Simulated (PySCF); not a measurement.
Isomers C₅H₅F₃N₂:

A. SMILES C=C/C(=N/N=C)C(F)(F)F
B. SMILES FC(F)(F)Cc1ncc[nH]1
C. SMILES FC(c1cc(C)n[nH]1)(F)F

Spectrum 1. 13C{1H} NMR (computed): δ 134.0 (CH), 132.3 (C), 127.9 (CH2), 116.0 (C), 109.4 (CH2).

Spectrum 2. 13C{1H} NMR (computed): δ 152.4 (C), 138.8 (C), 130.2 (C), 112.5 (CH), 15.7 (CH3).

Spectrum 3. 13C{1H} NMR (computed): δ 139.2 (C), 135.0 (C), 134.8 (CH), 121.2 (CH), 39.3 (CH2).

[PySCF 2.14: GFN2-xTB structure; σ from GIAO-PBE0/pcSseg-1; gas phase; single conformer; non-relativistic Hamiltonian; averaged over atoms made equivalent by symmetry, fast rotation or ring inversion]

Shifts are taken against calculated references (same method and geometry level): 13C (σref 186.93) vs TMS. Splittings of carbon signals by F and P are missing where no couplings were computed. Shifts are as computed. Against solution values, carbons near 30 ppm lie about +3 ppm off and those near 130 ppm about +5 ppm. Of 1211 compounds with measured shifts, 218 miss one by over three times the rms of a fit or turn the order of signals round; such compounds aren't used in these exercises.

Q: Match each spectrum to its structure.

A: 1–A, 2–C, 3–B.

- Spectrum 1 (A): 5 13C signals; δC 134.0 is an alkene CH; δC 132.3 is a CF3 carbon.
- Spectrum 2 (C): 5 13C signals; δC 130.2 is a CF3 carbon; δC 15.7 is a methyl carbon on an aromatic ring.
- Spectrum 3 (B): 5 13C signals; δC 135.0 is a CF3 carbon; δC 39.3 is an sp3 CH2 on an aromatic ring.
